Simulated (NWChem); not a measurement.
System: CH5ClFNSi; SMILES NC[Si@H](F)Cl

Input file for NWChem:

```
start job
memory heap 200 mb stack 900 mb global 1100 mb
geometry units angstroms noautoz
  N     -0.398765     2.629157    -0.039807
  C     -0.917501     1.264743    -0.269202
  Si     0.237635    -0.078962     0.363337
  F      1.655961     0.078960    -0.393016
  Cl    -0.488799    -1.983383    -0.020599
  H     -0.260387     2.801653     0.954610
  H      0.508118     2.745169    -0.488613
  H     -1.096272     1.134911    -1.343676
  H     -1.901786     1.177884     0.207775
  H      0.499794     0.032591     1.817787
end
basis spherical
  N library 6-31g*
  C library 6-31g*
  Si library 6-31g*
  F library 6-31g*
  Cl library 6-31g*
  H library 6-31g*
end
dft
  xc xpbe96 cpbe96
  iterations 150
  mulliken
end
task dft energy
```

NWChem printed, in part:

```
             Northwest Computational Chemistry Package (NWChem) 7.3.0
             --------------------------------------------------------

 C1  symmetry detected

                             Geometry "geometry" -> ""
                             -------------------------

 Output coordinates in angstroms (scale by  1.889725989 to convert to a.u.)

  No.       Tag          Charge          X              Y              Z
 ---- ---------------- ---------- -------------- -------------- --------------
    1 N                    7.0000    -0.45231519     2.62312280    -0.02329763
    2 C                    6.0000    -0.91739274     1.25161777    -0.31657480
    3 Si                  14.0000     0.22417376    -0.07657142     0.37097685
    4 F                    9.0000     1.68846332     0.13263668    -0.27767246
    5 Cl                  17.0000    -0.42278677    -1.98956792    -0.10211832
    6 H                    1.0000    -0.39015644     2.77739723     0.98174177
    7 H                    1.0000     0.48106780     2.77116516    -0.40303709
    8 H                    1.0000    -1.01520255     1.14072223    -1.40351786
    9 H                    1.0000    -1.93073460     1.13019313     0.08624383
   10 H                    1.0000     0.37836114     0.00988053     1.84248917

 Effective nuclear repulsion energy (a.u.)     295.9730477894

  pbe96 is a nonlocal functional; adding pw91lda local functional.

                                 NWChem DFT Module
                                 -----------------

 Summary of "ao basis" -> "ao basis" (spherical)
 ------------------------------------------------------------------------------
       Tag                 Description            Shells   Functions and Types
 ---------------- ------------------------------  ------  ---------------------
 N                           6-31g*                  6       14   3s2p1d
 C                           6-31g*                  6       14   3s2p1d
 Si                          6-31g*                  8       18   4s3p1d
 F                           6-31g*                  6       14   3s2p1d
 Cl                          6-31g*                  8       18   4s3p1d
 H                           6-31g*                  2        2   2s

            General Information
            -------------------
          SCF calculation type: DFT
          Wavefunction type:  closed shell.
          No. of atoms     :    10
          No. of electrons :    58
           Alpha electrons :    29
            Beta electrons :    29
          Charge           :     0
          Spin multiplicity:     1
          Use of symmetry is: off; symmetry adaption is: off
          Maximum number of iterations: 150
          AO basis - number of functions:    88
                     number of shells:    44
          Convergence on energy requested:  1.00D-06
          Convergence on density requested:  1.00D-05
          Convergence on gradient requested:  5.00D-04

              XC Information
              --------------
          PerdewBurkeErnzerhof Exchange Functional  1.000
            Perdew 1991 LDA Correlation Functional  1.000 local
           PerdewBurkeErnz. Correlation Functional  1.000 non-local

             Grid Information
             ----------------
          Grid used for XC integration:  medium
          Radial quadrature: Mura-Knowles
          Angular quadrature: Lebedev.
          Tag              B.-S. Rad. Rad. Pts. Rad. Cut. Ang. Pts.
          ---              ---------- --------- --------- ---------
          N                   0.65       49          12.0       434
          C                   0.70       49          10.0       434
          Si                  1.10       88           8.0       590
          F                   0.50       49          10.0       434
          Cl                  1.00       88          12.0       590
          H                   0.35       45          12.0       434
          Grid pruning is: on
          Number of quadrature shells:   548
          Spatial weights used:  Erf1

      Superposition of Atomic Density Guess
      -------------------------------------

 Sum of atomic energies:        -942.08537735

      Non-variational initial energy
      ------------------------------

 Total energy =    -943.910210
 1-e energy   =   -1890.853373
 2-e energy   =     650.970115
 HOMO         =      -0.272853
 LUMO         =       0.072219

     ---------------------------------------------
      Total Density - Mulliken Population Analysis
     ---------------------------------------------

    Atom       Charge   Shell Charges
 -----------   ------   -------------------------------------------------------
    1 N    7     7.97   2.00  0.83  2.53  0.85  1.74  0.03
    2 C    6     6.48   2.00  0.71  1.93  0.64  1.16  0.04
    3 Si  14    12.73   2.00  2.00  5.97  0.88  1.22  0.21  0.26  0.19
    4 F    9     9.61   2.00  0.95  3.47  1.00  2.18  0.01
    5 Cl  17    17.43   2.00  2.00  5.98  1.38  3.71  0.57  1.79  0.01
    6 H    1     0.59   0.42  0.17
    7 H    1     0.59   0.42  0.17
    8 H    1     0.77   0.47  0.30
    9 H    1     0.76   0.46  0.30
   10 H    1     1.07   0.47  0.60

   convergence    iter        energy       DeltaE   RMS-Dens  Diis-err
 ---------------- ----- ----------------- --------- --------- ---------
 d= 0,ls=0.0,diis     1   -944.8048211449 -1.24D+03  2.05D-02  8.63D-01
 d= 0,ls=0.0,diis     2   -944.6524114072  1.52D-01  1.27D-02  2.53D+00
 d= 0,ls=0.0,diis     3   -944.8935009932 -2.41D-01  2.76D-03  7.37D-02
 d= 0,ls=0.0,diis     4   -944.8974401022 -3.94D-03  1.53D-03  1.73D-02
 d= 0,ls=0.0,diis     5   -944.8997585811 -2.32D-03  2.79D-04  7.13D-04
  Resetting Diis
 d= 0,ls=0.0,diis     6   -944.8998412132 -8.26D-05  8.42D-05  1.04D-04
 d= 0,ls=0.0,diis     7   -944.8998518989 -1.07D-05  6.63D-05  6.44D-06
 d= 0,ls=0.0,diis     8   -944.8998501827  1.72D-06  4.09D-05  2.03D-05
 d= 0,ls=0.0,diis     9   -944.8998527451 -2.56D-06  4.71D-06  2.20D-07
 d= 0,ls=0.0,diis    10   -944.8998527707 -2.56D-08  1.15D-06  8.62D-09

         Total DFT energy =     -944.899852770720
      One electron energy =    -1894.226584150709
           Coulomb energy =      726.729079757934
    Exchange-Corr. energy =      -73.375396167341
 Nuclear repulsion energy =      295.973047789396

 Numeric. integr. density =       58.000008080231

                       DFT Final Molecular Orbital Analysis
                       ------------------------------------

 Vector   27  Occ=2.000000D+00  E=-2.928001D-01
              MO Center= -3.4D-01, -1.8D+00, -8.6D-02, r^2= 1.9D+00
   Bfn.  Coefficient  Atom+Function         Bfn.  Coefficient  Atom+Function
  ----- ------------  ---------------      ----- ------------  ---------------
    67      0.662117   5 Cl px               71      0.355119   5 Cl px
    63     -0.259937   5 Cl px               69     -0.171567   5 Cl pz
    68     -0.139898   5 Cl py               50      0.122732   4 F  py
    54      0.089150   4 F  py               73     -0.088202   5 Cl pz
    39      0.072640   3 Si px               72     -0.069789   5 Cl py

 Vector   28  Occ=2.000000D+00  E=-2.841526D-01
              MO Center= -3.0D-01, -1.3D+00,  1.2D-01, r^2= 3.3D+00
   Bfn.  Coefficient  Atom+Function         Bfn.  Coefficient  Atom+Function
  ----- ------------  ---------------      ----- ------------  ---------------
    69      0.619143   5 Cl pz               73      0.333102   5 Cl pz
    65     -0.242667   5 Cl pz               88     -0.227362  10 H  s
    87     -0.145529  10 H  s                67      0.117562   5 Cl px
    68     -0.114448   5 Cl py               20      0.106995   2 C  s
    37     -0.094635   3 Si pz                3      0.088189   1 N  px

 Vector   29  Occ=2.000000D+00  E=-1.981109D-01
              MO Center= -5.4D-01,  2.1D+00, -7.9D-02, r^2= 2.6D+00
   Bfn.  Coefficient  Atom+Function         Bfn.  Coefficient  Atom+Function
  ----- ------------  ---------------      ----- ------------  ---------------
     4     -0.328175   1 N  py                3      0.322500   1 N  px
     8     -0.302571   1 N  py                7      0.269118   1 N  px
     6     -0.217877   1 N  s                 5      0.201451   1 N  pz
    34     -0.200142   3 Si s                 9      0.168547   1 N  pz
    35      0.160467   3 Si px               18      0.153390   2 C  py

 Vector   30  Occ=0.000000D+00  E=-8.665573D-03
              MO Center=  1.5D-02,  4.0D-01,  4.1D-01, r^2= 4.6D+00
   Bfn.  Coefficient  Atom+Function         Bfn.  Coefficient  Atom+Function
  ----- ------------  ---------------      ----- ------------  ---------------
    40     -0.627643   3 Si py               39     -0.621029   3 Si px
     6      0.571558   1 N  s                70     -0.569202   5 Cl s
    38      0.421600   3 Si s                72     -0.414920   5 Cl py
    36     -0.378229   3 Si py               35     -0.292659   3 Si px
    80     -0.290972   6 H  s                82     -0.249184   7 H  s

 Vector   31  Occ=0.000000D+00  E= 3.004832D-03
              MO Center=  3.5D-01, -3.7D-01,  2.3D-01, r^2= 3.9D+00
   Bfn.  Coefficient  Atom+Function         Bfn.  Coefficient  Atom+Function
  ----- ------------  ---------------      ----- ------------  ---------------
    39      0.628803   3 Si px               40     -0.479815   3 Si py
    52     -0.429282   4 F  s                34      0.365663   3 Si s
    41     -0.360095   3 Si pz               38      0.317722   3 Si s
    36     -0.305855   3 Si py               71     -0.294240   5 Cl px
    70     -0.270375   5 Cl s                72     -0.253941   5 Cl py

[...]
```

Level: PBE/6-31G* (spherical d). Structure relaxed at the B3LYP/6-31G* (spherical d) level.
